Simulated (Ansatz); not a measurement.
Reaction (SMILES): F (HF) -> [F-] + H+
Geometries: B3LYP-D3(BJ)/def2-TZVP minima from Ansatz (a program for electronic structure).

Wanted: gas-phase deprotonation energy (electronic energy difference), in eV. Correlated levels leave the core frozen unless marked. Spin-orbit coupling is left out. No relativistic terms. Anions need diffuse functions: aug- sets have them; def2-D sets add few; the other sets have none. Basis-set limits of correlation are two-point, X^-3; Hartree-Fock from the larger set.

| level | program | gas-phase deprotonation energy (eV) |
|---|---|---|
| HF/cc-pVDZ | Ansatz | 17.77 |

### Question
What does CCSD(T)/CBS(aug-cc-pVTZ,aug-cc-pVQZ) (Ansatz) give?

### Answer
16.32 eV
